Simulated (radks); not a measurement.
Problem. Isoelectronic series with 18 electrons, all held in the configuration [Ar], which need not be the ground one along the series. Method: Dirac Kohn-Sham, PBEsol, spin-unpolarised, spherical densities, finite nucleus; Fermi nuclear charge, rms radius of each element as measured or else 0.836 A^(1/3) + 0.57 fm; computed with a radial shooting solver on a logarithmic mesh with Libxc functionals. Total energies (hartree) and orbital eigenvalues (hartree):

| ion | E (hartree) | 3p3/2 | 3p1/2 | 3s1/2 |
|---|---|---|---|---|
| Ar | -528.48552 | -0.37388 | -0.38036 | -0.88930 |
| V5+ | -942.04772 | -4.29856 | -4.33422 | -5.30783 |
| Ni10+ | -1482.00228 | -11.15317 | -11.26346 | -12.71406 |
| As15+ | -2150.10810 | -20.84457 | -21.10679 | -23.04512 |
| Sr20+ | -2948.86257 | -33.36127 | -33.89445 | -36.33352 |
| Cd30+ | -4951.53442 | -66.90895 | -68.56488 | -72.05601 |
| I35+ | -6163.85654 | -87.97801 | -90.63171 | -94.68089 |
| Ce40+ | -7523.8380 | -111.9448 | -116.0122 | -120.6459 |

Estimate the row of Tc25+.

Solution. E (hartree) -3881.39919; 3p3/2 -48.71069; 3p1/2 -49.68660; 3s1/2 -52.64222.
